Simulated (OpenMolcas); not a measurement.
## Mo4+: effect of the metal basis

Mo4+ with its 6 nearest fluoride ions at 1.905 Å, on the Ge site of Cs2GeF6 (a = 9.021 Å, distance in the model lattice 1.804 Å). The rest of the host is ab initio model potentials to 7.6 Å and point charges beyond; the distance is set by hand and nothing relaxes.

```yaml
Program: OpenMolcas
Method: "SS-CASPT2, IPEA 0.25 Eh, imaginary shift 0.1 Eh (closed shells correlated: 4s 4p and the ligand valence shells)"
Spin-orbit_coupling: RASSI with atomic mean-field integrals over the reference wave functions
```

Fixed: ligand basis ANO-RCC-VDZP, active space 2 electrons in 5 orbitals (4d), DKH2 Hamiltonian.

States (labels of O, the rotations of Oh). Energies in cm-1 above the lowest state or level, χT in cm3 K/mol; under a threefold ground state the first gap can be a small split of the lowest multiplet, not the spin-orbit step; 10Dq and B are least-squares fits to the states below 45000 cm-1, weighted by degeneracy, with a free offset, and given where the rms deviation is under 5 % of |10Dq| (or 100 cm-1) and under 700 cm-1.

```json
{"Run": "A", "Metal basis": "ANO-RCC-VDZP", "Ground state": "3T1", "First state of that spin": "3T2 35710", "10Dq": "36574", "B (rms of fit)": "574 (266)", "First gap with spin-orbit (degeneracies)": "24 (2, 3)", "χT at 300 K": "0.400", "First state of another spin": "1T2 7760", "Cost": "roughly 50 core-seconds"}
{"Run": "B", "Metal basis": "ANO-RCC-VTZP", "Ground state": "3T1", "First state of that spin": "3T2 34620", "10Dq": "35817", "B (rms of fit)": "594 (179)", "First gap with spin-orbit (degeneracies)": "26 (2, 3)", "χT at 300 K": "0.398", "First state of another spin": "1T2 7270", "Cost": "roughly 90 core-seconds"}
```

Against A, |10Dq| changes by -2.1 % in B.

Costs are those of the CASPT2 steps.

Roots that are degenerate in the reference are averaged as groups; the widest CASPT2 spread within a group is 730 cm-1 (the 3-fold group of multiplicity 3 near 34600 cm-1 above the lowest state of its run, B). Shifts and gaps below about the spread of the groups concerned are not significant. Over all roots computed the reference weight is 0.71 to 0.72 in A, 0.71 to 0.72 in B; a low but even weight reflects the number of correlated electrons. An orbital triplet at a regular site is open to Jahn-Teller coupling, which can distort the site and quench the lowest spin-orbit gaps and is left out. Ligand-to-metal charge-transfer states are missing. With no ligand orbital active B as a rule stays too high, so bands that hang on it stand too high and its fall with covalency is understated. With one d shell and no ligand orbital active, 10Dq can be off by a tenth or more. The least metal-like active orbital is 76 % on the metal (Löwdin) and no ligand orbital is active, so the numbers are rough (holds for A). The least metal-like active orbital is 78 % on the metal (Löwdin) and no ligand orbital is active, so the numbers are rough (holds for B). No measured value stands beside these numbers; the geometry was set by hand and not optimised.
